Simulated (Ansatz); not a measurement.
C2H8BClSi (`CB([SiH3])CCl`) at its PBE0-D4/def2-TZVP geometry, where that method's forces vanish. Total charge 0; spin multiplicity 1.

```xyz
13

C     0.3837   -1.5812   -0.3778
B     0.0791   -0.0618   -0.1630
Si   -1.2375    0.5745    1.2334
C     0.7606    1.0034   -1.0920
Cl    2.0273    1.1385    0.2031
H    -0.4528   -1.9822   -0.9694
H     1.2973   -1.7743   -0.9469
H     0.4072   -2.1670    0.5434
H    -2.6164    0.1687    0.8228
H    -0.9870   -0.0338    2.5707
H    -1.2418    2.0574    1.3879
H     0.3212    1.9901   -1.2124
H     1.2591    0.6676   -1.9998
```

Q: What forces (eV/Å) does B3LYP-D4/def2-TZVPP give on these atoms in Ansatz 0.2.0? (Estimate.)

A: Ansatz gave: 
```
C1  -0.010 -0.070 -0.019
B2  -0.152 -0.012 -0.031
Si3 -0.092  0.015  0.063
C4  -0.244 -0.007 -0.286
Cl5  0.454  0.141  0.295
H6   0.038 -0.005  0.018
H7  -0.042 -0.007  0.031
H8   0.009  0.017 -0.048
H9   0.077  0.025  0.028
H10 -0.014  0.039 -0.081
H11  0.002 -0.092 -0.009
H12  0.029 -0.084 -0.016
H13 -0.054  0.039  0.054
```

B3LYP here is the variant with VWN-RPA as its local correlation; programs differ in this.
